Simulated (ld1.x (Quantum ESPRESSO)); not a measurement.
praseodymium, RRKJ: configuration errors across variants

| Quantity | Value |
| --- | --- |
| Element | Pr |
| Generator | ld1.x (Quantum ESPRESSO) 7.5 |
| Type | norm-conserving RRKJ (Kleinman–Bylander form) |
| Functional | PBE |
| Relativity | non-relativistic |
| Frozen core | [Xe] 4f2 |
| Valence charge | 3 |
| Reference configuration | 5d1 6s1.75 6p0.25 |
| Partial waves | 6p (bound): rc 4.20 bohr; 5d (bound): rc 2.20 bohr; 6s (bound): rc 3.40 bohr |
| Local potential | the s channel |
| Core correction | Bessel-smoothed model core, default radius (core density twice the valence density) |
| rho0 | 0.001 |

All-electron excitation energies from the reference (eV): (1) 5d1 6s2 6p0 -0.533; (2) 5d1 6s1 6p0 5.293; (3) 5d1 6s0 6p0 15.985; (4) 5d1 6s1 6p1 1.629; (5) 5d1 6s1.5 6p0 1.803; (6) 5d1 6s0 6p1 7.968; (7) 5d0 6s2 6p1 2.381.

The default core radius of the base comes out at 2.71 bohr.

8 further variants failed, have other tests or too few solved ones, and are left out.

Errors AE − PS in meV (a dash: test not solved or not reliable):

| change | (1) | (2) | (3) | (4) | (5) | (6) | (7) | bound ghosts |
| --- | --- | --- | --- | --- | --- | --- | --- | --- |
| base | -0.3 | -1.8 | -36 | -3.5 | -0.2 | -18 | -163 | none |
| core correction Bessel-smoothed model core inside 2.26 bohr | -0.3 | -1.8 | -36 | -3.5 | -0.2 | -18 | -166 | none |
| wave 6s (bound): rc 3.40 bohr becomes 6s (bound): rc 4.76 bohr | -0.6 | -0.6 | -64 | -6.2 | +0.4 | -37 | -129 | none |

**Question.** Give the same row for: wave 5d (bound): rc 2.20 bohr becomes 5d (bound): rc 1.58 bohr.

**Answer.** -0.3, -1.8, -36, -3.5, -0.2, -18, -168; bound ghosts: none.
